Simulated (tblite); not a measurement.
CH10GeSSi2.
Numbering: `[CH3:1][SiH2:2][S:3][GeH2:4][SiH3:5]` (hydrogens: H6, H7, H8 on C1; H9, H10 on Si2; H11, H12 on Ge4; H13, H14, H15 on Si5)

Computed with GFN2-xTB (tblite), gas phase: L-BFGS steps from a force-field or distance-geometry start until the largest atomic force falls under 0.01 eV/Å.

Step 64: E = -433.3500 eV
```
atom  x, y, z in Å  |  force x, y, z in eV/Å
C1     -3.1816    0.2983   -0.2054   -0.015   0.011   0.011
Si2    -1.3761    0.0924    0.3132    0.011  -0.033  -0.040
S3     -0.4394   -1.0264   -1.2677    0.006   0.012  -0.004
Ge4     1.6374   -1.2203   -0.4889   -0.046   0.089   0.027
Si5     2.8525    0.7861   -0.2314   -0.020  -0.050  -0.011
H6     -3.7707    0.6763    0.6242   -0.006  -0.002  -0.002
H7     -3.2845    0.9979   -1.0298    0.035  -0.006  -0.001
H8     -3.6136   -0.6460   -0.5258    0.014   0.005   0.026
H9     -1.2337   -0.6569    1.5627   -0.006  -0.013   0.000
H10    -0.6767    1.3745    0.4386    0.006   0.015  -0.001
H11     2.2230   -2.2114   -1.4726    0.025  -0.046  -0.031
H12     1.5144   -2.0608    0.7771    0.008  -0.017   0.026
H13     3.0382    1.0756    1.1895   -0.029   0.011   0.021
H14     4.1679    0.6377   -0.8481    0.014  -0.002  -0.026
H15     2.1385    1.8909   -0.8687    0.003   0.027   0.006
```

Step 65: E = -433.3507 eV
```
atom  x, y, z in Å  |  force x, y, z in eV/Å
C1     -3.1813    0.2985   -0.2055   -0.030   0.021   0.013
Si2    -1.3777    0.0864    0.3160    0.023  -0.038  -0.032
S3     -0.4386   -1.0221   -1.2715   -0.016   0.022  -0.010
Ge4     1.6346   -1.2146   -0.4890   -0.029   0.066   0.019
Si5     2.8541    0.7873   -0.2318   -0.020  -0.044  -0.009
H6     -3.7660    0.7010    0.6160   -0.002  -0.017  -0.002
H7     -3.2799    0.9821   -1.0441    0.043  -0.015  -0.005
H8     -3.6224   -0.6488   -0.5050    0.017   0.021   0.029
H9     -1.2401   -0.6748    1.5598   -0.009  -0.005  -0.011
H10    -0.6731    1.3648    0.4556   -0.003   0.008  -0.005
H11     2.2264   -2.2030   -1.4725    0.019  -0.044  -0.029
H12     1.5060   -2.0588    0.7725    0.014  -0.020   0.039
H13     3.0373    1.0841    1.1871   -0.027   0.010   0.036
H14     4.1693    0.6346   -0.8461    0.030  -0.008  -0.030
H15     2.1469    1.8914   -0.8749   -0.011   0.043  -0.003
```

Step 66: E = -433.3513 eV
```
atom  x, y, z in Å  |  force x, y, z in eV/Å
C1     -3.1794    0.2994   -0.2043   -0.009   0.016   0.016
Si2    -1.3758    0.0806    0.3138    0.025  -0.030  -0.011
S3     -0.4367   -1.0193   -1.2792   -0.038   0.026  -0.023
Ge4     1.6309   -1.2098   -0.4881   -0.005   0.012   0.004
Si5     2.8522    0.7872   -0.2314   -0.009  -0.013  -0.002
H6     -3.7581    0.7182    0.6122   -0.013  -0.012   0.029
H7     -3.2761    0.9719   -1.0506    0.043   0.001  -0.038
H8     -3.6283   -0.6483   -0.4886    0.009   0.005   0.021
H9     -1.2404   -0.6892    1.5530   -0.009  -0.001  -0.017
H10    -0.6675    1.3568    0.4643   -0.011  -0.002  -0.010
H11     2.2324   -2.1993   -1.4678    0.006  -0.028  -0.016
H12     1.4939   -2.0563    0.7707    0.019  -0.017   0.045
H13     3.0332    1.0906    1.1864   -0.024   0.005   0.037
H14     4.1668    0.6343   -0.8460    0.036  -0.014  -0.028
H15     2.1486    1.8912   -0.8778   -0.019   0.051  -0.009
```

Step 67: E = -433.3517 eV
```
atom  x, y, z in Å  |  force x, y, z in eV/Å
C1     -3.1807    0.3007   -0.2038   -0.033   0.026   0.005
Si2    -1.3783    0.0734    0.3159    0.019  -0.006   0.014
S3     -0.4343   -1.0119   -1.2837   -0.047   0.026  -0.032
Ge4     1.6305   -1.2042   -0.4883    0.008  -0.044  -0.010
Si5     2.8554    0.7875   -0.2325    0.010   0.032   0.002
H6     -3.7546    0.7451    0.6046    0.016  -0.036  -0.013
H7     -3.2708    0.9552   -1.0670    0.039  -0.035   0.005
H8     -3.6393   -0.6505   -0.4650    0.019   0.050   0.026
H9     -1.2503   -0.7085    1.5492   -0.007   0.004  -0.027
H10    -0.6687    1.3482    0.4840   -0.020  -0.021  -0.017
H11     2.2368   -2.1933   -1.4692   -0.010  -0.010   0.001
H12     1.4898   -2.0555    0.7675    0.021  -0.010   0.043
H13     3.0327    1.0990    1.1849   -0.025  -0.002   0.022
H14     4.1723    0.6323   -0.8438    0.021  -0.016  -0.019
H15     2.1551    1.8905   -0.8861   -0.013   0.041  -0.002
```

Q: Estimate the geometry and energy of step 68. (The exact step hangs on the optimiser's Hessian estimate; all steps are aligned on step 67, rigid shifts and turns removed.)

A: E = -433.3522 eV, largest force 0.085 eV/Å
```
atom  x, y, z in Å  |  force x, y, z in eV/Å
C1     -3.1789    0.3021   -0.2016    0.028   0.006   0.002
Si2    -1.3742    0.0718    0.3099   -0.003   0.013   0.025
S3     -0.4327   -1.0114   -1.2908   -0.038   0.018  -0.039
Ge4     1.6290   -1.2048   -0.4868    0.014  -0.082  -0.019
Si5     2.8518    0.7866   -0.2317    0.025   0.065   0.005
H6     -3.7494    0.7431    0.6082   -0.010  -0.001   0.039
H7     -3.2697    0.9575   -1.0620    0.030   0.002  -0.036
H8     -3.6389   -0.6462   -0.4634   -0.001  -0.006   0.009
H9     -1.2449   -0.7101    1.5422   -0.003  -0.005  -0.015
H10    -0.6665    1.3474    0.4784   -0.015  -0.020  -0.017
H11     2.2408   -2.1980   -1.4633   -0.021   0.007   0.014
H12     1.4839   -2.0549    0.7708    0.019   0.000   0.031
H13     3.0274    1.0990    1.1867   -0.022  -0.008   0.004
H14     4.1689    0.6358   -0.8463    0.004  -0.016  -0.007
H15     2.1489    1.8902   -0.8837   -0.005   0.027   0.004
```

The energy changes by -0.0005 eV. The first-order estimate −F·Δx gives -0.0008 eV and the mean of the old and new forces, exact on a quadratic surface, -0.0005 eV. The step makes an angle of 77° with the force vector and moves no atom by more than 0.009 Å.

The cost below is that of the whole relaxation. Time: 1.2 s of wall time. Hardware: an Arm Neoverse N1 with one thread, no GPU, shared host with 64 logical CPUs at a one-minute load of 58.
